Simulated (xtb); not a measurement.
p-cresol (C7H8O), singlet, geometry from GFN2-xTB; GFN2-xTB with ALPB(acetone) in xtb.

Here is a job for xtb.
```
$ xtb mol.xyz --gfn 2 --alpb acetone --json

# file mol.xyz
16

C     -2.83485466     0.11645217     0.39917449
C     -1.35119902     0.04253937     0.19543320
C     -0.48079655     0.69822704     1.05464705
C      0.88746555     0.65034956     0.85778854
C      1.41233797    -0.06087735    -0.21302987
O      2.75310773    -0.13806513    -0.44684273
C      0.54999479    -0.72197732    -1.08106165
C     -0.81332749    -0.66596930    -0.87292005
H     -3.32025483    -0.78818912     0.04028342
H     -3.07584159     0.25269851     1.45093519
H     -3.24713136     0.96147983    -0.15374877
H     -0.87489984     1.25504510     1.89283045
H      1.55226643     1.16616706     1.53910024
H      3.22889816     0.36194627     0.22698678
H      0.96800090    -1.27300046    -1.90846528
H     -1.47362327    -1.18409113    -1.55337055
```

Output, abridged:

```
   ID    Z sym.   atoms
    1    6 C      1-5, 7, 8
    2    8 O      6
    3    1 H      9-16

           -------------------------------------------------
          |                Calculation Setup                |
           -------------------------------------------------

           -------------------------------------------------
          |                 G F N 2 - x T B                 |
           -------------------------------------------------

      * Solvation model:               ALPB
        Solvent                        acetone
        Parameter file                 internal GFN2-xTB/ALPB
        Dielectric constant                2.0700E+01
        Reference state                gsolv [1 M gas/solution]
        Free energy shift                  5.9241E-03 Eh       3.7175E+00 kcal/mol
        Temperature                        2.9815E+02 K
        Density                            7.9000E-01 kg/L
        Solvent mass                       5.8080E+01 g/mol
        Interaction kernel             P16
        Born radius scaling (c1)           1.8274E+00
        Born radii integrator          GBOBC
        Born offset                        0.0000E+00 a0       0.0000E+00 AA
        H-bond correction              true
        Ion screening                  false
        Surface tension                    1.0000E-05 Eh       1.5569E+01 dyn/cm
        Grid points                               230 per atom

          ...................................................
          :                      SETUP                      :
          :.................................................:
          :  # basis functions                  40          :
          :  # atomic orbitals                  40          :
          :  # shells                           24          :
          :  # electrons                        42          :
          :  max. iterations                   250          :
          :  Hamiltonian                  GFN2-xTB          :
          :  restarted?                      false          :
          :  GBSA solvation                   true          :
          :  PC potential                    false          :
          :  electronic temp.          300.0000000     K    :
          :  accuracy                    1.0000000          :
          :  -> integral cutoff          0.2500000E+02      :
          :  -> integral neglect         0.1000000E-07      :
[...]
         :: total energy             -23.138201474695 Eh    ::
[...]

Wiberg/Mayer (AO) data.
largest (>0.10) Wiberg bond orders for each atom

 ---------------------------------------------------------------------------
     #   Z sym  total        # sym  WBO       # sym  WBO       # sym  WBO
 ---------------------------------------------------------------------------
     1   6 C    3.996 --     2 C    1.025    10 H    0.982     9 H    0.982
                            11 H    0.968
     2   6 C    3.989 --     3 C    1.413     8 C    1.401     1 C    1.025
     3   6 C    3.991 --     4 C    1.446     2 C    1.413    12 H    0.969
                             7 C    0.108
     4   6 C    3.987 --     3 C    1.446     5 C    1.377    13 H    0.966
                             8 C    0.106
     5   6 C    3.939 --     4 C    1.377     7 C    1.364     6 O    1.067
     6   8 O    2.091 --     5 C    1.067    14 H    0.868
     7   6 C    3.989 --     8 C    1.462     5 C    1.364    15 H    0.969
                             3 C    0.108
     8   6 C    3.991 --     7 C    1.462     2 C    1.401    16 H    0.969
                             4 C    0.106
     9   1 H    0.997 --     1 C    0.982
    10   1 H    0.997 --     1 C    0.982
    11   1 H    0.996 --     1 C    0.968
    12   1 H    0.999 --     3 C    0.969
    13   1 H    0.999 --     4 C    0.966
    14   1 H    0.888 --     6 O    0.868
    15   1 H    0.998 --     7 C    0.969
    16   1 H    0.999 --     8 C    0.969
 ---------------------------------------------------------------------------

Topologies differ in total number of bonds
Writing topology from bond orders to xtbtopo.mol

molecular dipole:
                 x           y           z       tot (Debye)
 q only:       -0.149       0.296       0.413
   full:       -0.107       0.411       0.558       1.782
molecular quadrupole (traceless):
                xx          xy          yy          xz          yz          zz
 q only:        3.303       2.687      -1.718       3.545       0.895      -1.585
  q+dip:        3.648       3.902      -2.742       5.110       3.525      -0.906
   full:        3.189       3.760      -1.889       5.130       1.826      -1.300

           -------------------------------------------------
          | TOTAL ENERGY              -23.138201474695 Eh   |
          | GRADIENT NORM               0.002604069296 Eh/α |
          | HOMO-LUMO GAP               4.185675776795 eV   |
           -------------------------------------------------

normal termination of xtb
```
